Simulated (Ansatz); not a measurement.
C3BN3O3, SMILES `O=C=NB(N=C=O)N=C=O`, relaxed with RKS PBE-D4/def2-SVP in Ansatz from a rough embedded geometry. The force threshold is 0.03 eV/Å; the program also tests the step.

Total charge 0; spin multiplicity 1.

Start:

```xyz
10

O     1.186   -2.728   -1.921
C     1.056   -1.986   -0.975
N     0.964   -1.212    0.011
B     0.028    0.036   -0.038
N    -0.913    0.198   -1.198
C    -1.768    1.173   -1.231
O    -2.553    2.130   -1.260
N    -0.060    0.953    1.171
C     0.654    0.805    2.227
O     1.405    0.632    3.213
```

| step | energy (eV) | largest force (eV/Å) | largest move (Å) |
| --- | --- | --- | --- |
| 1 | -14374.3092 | 6.166 | 0.000 |
| 2 | -14375.3597 | 1.324 | 0.176 |
| 3 | -14375.7721 | 0.507 | 0.200 |
| 4 | -14375.8290 | 0.323 | 0.098 |
| 5 | -14375.8579 | 0.334 | 0.200 |
| 6 | -14375.8592 | 0.087 | 0.017 |
| 7 | -14375.8593 | 0.002 | 0.004 |

End:

```xyz
10

O     1.440   -2.993   -1.799
C     1.052   -2.078   -1.164
N     0.698   -1.157   -0.462
B    -0.001    0.000   -0.001
N    -1.006    0.600   -0.819
C    -1.874    1.357   -1.197
O    -2.722    2.056   -1.622
N     0.304    0.556    1.279
C     0.822    0.722    2.361
O     1.287    0.937    3.423
```

Hardware: 2 threads of an AMD EPYC 7R13 on a shared host. Wall time 17 s, peak host memory 0.22 GiB.
